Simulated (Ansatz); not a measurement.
Consider the formal hydrolysis of the Si–Cl bond: `B[SiH]([SiH3])Cl` + H₂O → `B[SiH](O)[SiH3]` + HCl.

Computed with Ansatz on PBE0-D4/def2-TZVP structures; ΔE is electronic, products minus reactants. CCSD(T)/CBS adds triple-zeta CCSD(T) − MP2 to the extrapolated MP2 energy (def2 sets, frozen cores). This one scheme is used for every species. DFT in def2-TZVPP. One conformer a species, not always the lowest.

Is it downhill or uphill in electronic energy at CCSD(T)/CBS, and by how much? (Best estimate.)

The calculation gave: Uphill: ΔE = +20.0 kJ/mol.

What do these levels give: B97M-V, r2SCAN0-D4, PBE-QIDH, PBE0, BHLYP, CCSD/def2-SVP, CCSD(T)/def2-SVP, HF/def2-TZVPP, MP2/def2-TZVPP, CCSD/def2-TZVPP, HF/CBS(def2), CCSD/CBS(def2)? (Best estimate.)

Ansatz gave: B97M-V 13.3, r2SCAN0-D4 18.6, PBE-QIDH 20.3, PBE0 20.3, BHLYP 12.2, CCSD/def2-SVP 15.6, CCSD(T)/def2-SVP 15.6, HF/def2-TZVPP 12.5, MP2/def2-TZVPP 19.0, CCSD/def2-TZVPP 13.3, HF/CBS(def2) 12.0, CCSD/CBS(def2) 19.0 kJ/mol.

Largest T1 diagnostic among the species: 0.014.

Leaving LDA and LC-ωPBE aside and taking each functional with its dispersion term where it has one, the values, not all of them listed here, spread over 11.3 kJ/mol, from CAM-B3LYP-D4 to HSE06-D4. LDA lies −5.6 kJ/mol from PBE without D4. At CCSD(T), def2-SVP lies −4.3 kJ/mol from the extrapolated value and def2-TZVPP −5.7 kJ/mol. The D4 term adds +3.3 kJ/mol with B3LYP and +1.8 kJ/mol with PBE0; it sums over pairs of atoms, weighted by their polarisabilities, and B3LYP, whose exchange is more repulsive, gets the larger term.

B3LYP here is the variant with VWN-RPA as its local correlation; programs differ in this.
